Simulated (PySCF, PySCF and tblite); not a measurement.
A run on one conformer of C₇H₅FOS, numbered as in [CH:1]#[C:2][c:3]1[cH:4][c:5]([O:6][CH3:7])[c:8]([F:9])[s:10]1, from an ensemble study. The sound level was PBE0/pcSseg-1 on GFN2-xTB geometries.

Input:

```
{"job": {"xc": "PBE0", "basis": "pcSseg-1", "scf": {"diis": false, "max_cycle": 57}, "kind": "nmr", "pop": false}, "charge": 0, "multiplicity": 1}
C      3.823404     0.075599     0.826594
C      2.671289     0.352087     0.622307
C      1.334112     0.685605     0.387933
C      0.321287    -0.162222     0.028466
C     -0.925228     0.489439    -0.133432
O     -2.115536    -0.061797    -0.481999
C     -2.130447    -1.450609    -0.715396
C     -0.810237     1.832616     0.113583
F     -1.793094     2.736074     0.050345
S      0.786013     2.330846     0.541544
H      4.825860    -0.177501     1.001843
H      0.479823    -1.215575    -0.111409
H     -3.158866    -1.692079    -0.977088
H     -1.842349    -2.010348     0.180079
H     -1.470446    -1.724144    -1.544693
```

Command: OMP_NUM_THREADS=1 python ens_run.py task.json out

Output:

```
final grid: 139880 points
cycle   1  E = -842.1012846261  dE =  1.985e+00  |g| = 6.888e-01  |ddm| = 4.201e+00
cycle   2  E = -841.9680223146  dE =  1.333e-01  |g| = 1.071e+00  |ddm| = 1.689e+00
cycle   3  E = -841.5702278491  dE =  3.978e-01  |g| = 1.724e+00  |ddm| = 2.445e+00
cycle   4  E = -839.0259624352  dE =  2.544e+00  |g| = 3.757e+00  |ddm| = 5.208e+00
cycle   5  E = -820.9883761483  dE =  1.804e+01  |g| = 7.135e+00  |ddm| = 1.308e+01
cycle   6  E = -701.8723318660  dE =  1.191e+02  |g| = 1.894e+01  |ddm| = 3.787e+01
cycle   7  E = -410.4025423469  dE =  2.915e+02  |g| = 2.469e+01  |ddm| = 4.407e+01
cycle   8  E = -362.8433765055  dE =  4.756e+01  |g| = 3.466e+01  |ddm| = 4.603e+01
cycle   9  E = -342.4019841463  dE =  2.044e+01  |g| = 2.653e+01  |ddm| = 4.329e+01
cycle  10  E = -361.0101690882  dE = -1.861e+01  |g| = 3.464e+01  |ddm| = 4.376e+01
cycle  11  E = -342.5848064502  dE =  1.843e+01  |g| = 2.653e+01  |ddm| = 4.375e+01
...
cycle  20  E = -360.9611702734  dE = -1.837e+01  |g| = 3.463e+01  |ddm| = 4.377e+01
cycle  21  E = -342.5908933015  dE =  1.837e+01  |g| = 2.653e+01  |ddm| = 4.377e+01
cycle  22  E = -360.9611702688  dE = -1.837e+01  |g| = 3.463e+01  |ddm| = 4.377e+01
cycle  23  E = -342.5908933022  dE =  1.837e+01  |g| = 2.653e+01  |ddm| = 4.377e+01
cycle  24  E = -360.9611702686  dE = -1.837e+01  |g| = 3.463e+01  |ddm| = 4.377e+01
cycle  25  E = -342.5908933022  dE =  1.837e+01  |g| = 2.653e+01  |ddm| = 4.377e+01
cycle  26  E = -360.9611702686  dE = -1.837e+01  |g| = 3.463e+01  |ddm| = 4.377e+01
cycle  27  E = -342.5908933022  dE =  1.837e+01  |g| = 2.653e+01  |ddm| = 4.377e+01
cycle  28  E = -360.9611702686  dE = -1.837e+01  |g| = 3.463e+01  |ddm| = 4.377e+01
cycle  29  E = -342.5908933022  dE =  1.837e+01  |g| = 2.653e+01  |ddm| = 4.377e+01
cycle  30  E = -360.9611702686  dE = -1.837e+01  |g| = 3.463e+01  |ddm| = 4.377e+01
cycle  31  E = -342.5908933022  dE =  1.837e+01  |g| = 2.653e+01  |ddm| = 4.377e+01
cycle  32  E = -360.9611702686  dE = -1.837e+01  |g| = 3.463e+01  |ddm| = 4.377e+01
cycle  33  E = -342.5908933022  dE =  1.837e+01  |g| = 2.653e+01  |ddm| = 4.377e+01
cycle  34  E = -360.9611702686  dE = -1.837e+01  |g| = 3.463e+01  |ddm| = 4.377e+01
cycle  35  E = -342.5908933022  dE =  1.837e+01  |g| = 2.653e+01  |ddm| = 4.377e+01
cycle  36  E = -360.9611702686  dE = -1.837e+01  |g| = 3.463e+01  |ddm| = 4.377e+01
cycle  37  E = -342.5908933022  dE =  1.837e+01  |g| = 2.653e+01  |ddm| = 4.377e+01
cycle  38  E = -360.9611702686  dE = -1.837e+01  |g| = 3.463e+01  |ddm| = 4.377e+01
cycle  39  E = -342.5908933022  dE =  1.837e+01  |g| = 2.653e+01  |ddm| = 4.377e+01
cycle  40  E = -360.9611702686  dE = -1.837e+01  |g| = 3.463e+01  |ddm| = 4.377e+01
cycle  41  E = -342.5908933022  dE =  1.837e+01  |g| = 2.653e+01  |ddm| = 4.377e+01
cycle  42  E = -360.9611702686  dE = -1.837e+01  |g| = 3.463e+01  |ddm| = 4.377e+01
cycle  43  E = -342.5908933022  dE =  1.837e+01  |g| = 2.653e+01  |ddm| = 4.377e+01
cycle  44  E = -360.9611702686  dE = -1.837e+01  |g| = 3.463e+01  |ddm| = 4.377e+01
cycle  45  E = -342.5908933022  dE =  1.837e+01  |g| = 2.653e+01  |ddm| = 4.377e+01
cycle  46  E = -360.9611702686  dE = -1.837e+01  |g| = 3.463e+01  |ddm| = 4.377e+01
cycle  47  E = -342.5908933022  dE =  1.837e+01  |g| = 2.653e+01  |ddm| = 4.377e+01
cycle  48  E = -360.9611702686  dE = -1.837e+01  |g| = 3.463e+01  |ddm| = 4.377e+01
cycle  49  E = -342.5908933022  dE =  1.837e+01  |g| = 2.653e+01  |ddm| = 4.377e+01
cycle  50  E = -360.9611702686  dE = -1.837e+01  |g| = 3.463e+01  |ddm| = 4.377e+01
cycle  51  E = -342.5908933022  dE =  1.837e+01  |g| = 2.653e+01  |ddm| = 4.377e+01
cycle  52  E = -360.9611702686  dE = -1.837e+01  |g| = 3.463e+01  |ddm| = 4.377e+01
cycle  53  E = -342.5908933022  dE =  1.837e+01  |g| = 2.653e+01  |ddm| = 4.377e+01
cycle  54  E = -360.9611702686  dE = -1.837e+01  |g| = 3.463e+01  |ddm| = 4.377e+01
cycle  55  E = -342.5908933022  dE =  1.837e+01  |g| = 2.653e+01  |ddm| = 4.377e+01
cycle  56  E = -360.9611702686  dE = -1.837e+01  |g| = 3.463e+01  |ddm| = 4.377e+01
cycle  57  E = -342.5908933022  dE =  1.837e+01  |g| = 2.653e+01  |ddm| = 4.377e+01
SCF not converged, last energy = -342.5908933022
```

What is wrong with this calculation?

The setting at fault: no DIIS. The run did not converge.
